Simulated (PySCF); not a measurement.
CH5FMoN2, SMILES [CH3][Mo](=[NH])([F])=[NH], multiplicity 1.

Coordinates come from a PBE-D3(BJ)/def2-SVP optimisation. The multiplicity is an assumed one; no other spin state was optimised. The structure was generated by enumeration; whether it is a known compound was not checked. The def2 effective core potentials stand for the cores of Mo; spin–orbit coupling is left out.

The numbers are results of PBE-D3(BJ)/def2-SVP (PySCF), not measurements.

Frequencies are harmonic and unscaled.

Problem. List the normal modes with their intensities. (An estimate is asked for; the answer gives what the named calculation found.)

Solution. 
```json
[
 {"mode": "1", "ν (cm⁻¹)": "159", "IR (km/mol)": "1.3", "moving atoms (share of kinetic energy)": "F 46 %, C 25 %, H 16 %, Mo 11 %"},
 {"mode": "2", "ν (cm⁻¹)": "162", "IR (km/mol)": "0.0", "moving atoms (share of kinetic energy)": "H 95 %"},
 {"mode": "3", "ν (cm⁻¹)": "209", "IR (km/mol)": "0.0", "moving atoms (share of kinetic energy)": "N 25 %, F 22 %, Mo 19 %, H 19 %, C 15 %"},
 {"mode": "4", "ν (cm⁻¹)": "216", "IR (km/mol)": "8.9", "moving atoms (share of kinetic energy)": "N 39 %, H 29 %, Mo 16 %, C 9 %"},
 {"mode": "5", "ν (cm⁻¹)": "225", "IR (km/mol)": "7.8", "moving atoms (share of kinetic energy)": "N 50 %, F 22 %, H 17 %, C 11 %"},
 {"mode": "6", "ν (cm⁻¹)": "287", "IR (km/mol)": "4.0", "moving atoms (share of kinetic energy)": "N 61 %, H 29 %"},
 {"mode": "7", "ν (cm⁻¹)": "377", "IR (km/mol)": "237.8", "moving atoms (share of kinetic energy)": "H 86 %, N 14 %"},
 {"mode": "8", "ν (cm⁻¹)": "528", "IR (km/mol)": "9.9", "moving atoms (share of kinetic energy)": "C 56 %, H 30 %, Mo 9 %"},
 {"mode": "9", "ν (cm⁻¹)": "575", "IR (km/mol)": "95.2", "moving atoms (share of kinetic energy)": "H 75 %, C 11 %, N 10 %"},
 {"mode": "10", "ν (cm⁻¹)": "595", "IR (km/mol)": "7.6", "moving atoms (share of kinetic energy)": "H 88 %, N 8 %"},
 {"mode": "11", "ν (cm⁻¹)": "603", "IR (km/mol)": "8.6", "moving atoms (share of kinetic energy)": "H 49 %, F 33 %, C 10 %"},
 {"mode": "12", "ν (cm⁻¹)": "692", "IR (km/mol)": "165.5", "moving atoms (share of kinetic energy)": "F 48 %, H 21 %, Mo 18 %, N 10 %"},
 {"mode": "13", "ν (cm⁻¹)": "719", "IR (km/mol)": "14.0", "moving atoms (share of kinetic energy)": "H 76 %, C 14 %, N 9 %"},
 {"mode": "14", "ν (cm⁻¹)": "742", "IR (km/mol)": "40.3", "moving atoms (share of kinetic energy)": "H 67 %, N 27 %"},
 {"mode": "15", "ν (cm⁻¹)": "971", "IR (km/mol)": "119.3", "moving atoms (share of kinetic energy)": "N 73 %, Mo 19 %"},
 {"mode": "16", "ν (cm⁻¹)": "994", "IR (km/mol)": "42.6", "moving atoms (share of kinetic energy)": "N 81 %, Mo 12 %"},
 {"mode": "17", "ν (cm⁻¹)": "1142", "IR (km/mol)": "0.4", "moving atoms (share of kinetic energy)": "H 80 %, C 20 %"},
 {"mode": "18", "ν (cm⁻¹)": "1347", "IR (km/mol)": "9.1", "moving atoms (share of kinetic energy)": "H 94 %"},
 {"mode": "19", "ν (cm⁻¹)": "1360", "IR (km/mol)": "7.4", "moving atoms (share of kinetic energy)": "H 95 %"},
 {"mode": "20", "ν (cm⁻¹)": "2958", "IR (km/mol)": "1.2", "moving atoms (share of kinetic energy)": "H 97 %"},
 {"mode": "21", "ν (cm⁻¹)": "3065", "IR (km/mol)": "2.5", "moving atoms (share of kinetic energy)": "H 90 %, C 10 %"},
 {"mode": "22", "ν (cm⁻¹)": "3091", "IR (km/mol)": "0.8", "moving atoms (share of kinetic energy)": "H 91 %, C 9 %"},
 {"mode": "23", "ν (cm⁻¹)": "3503", "IR (km/mol)": "95.1", "moving atoms (share of kinetic energy)": "H 93 %"},
 {"mode": "24", "ν (cm⁻¹)": "3505", "IR (km/mol)": "124.3", "moving atoms (share of kinetic energy)": "H 92 %"}
]
```
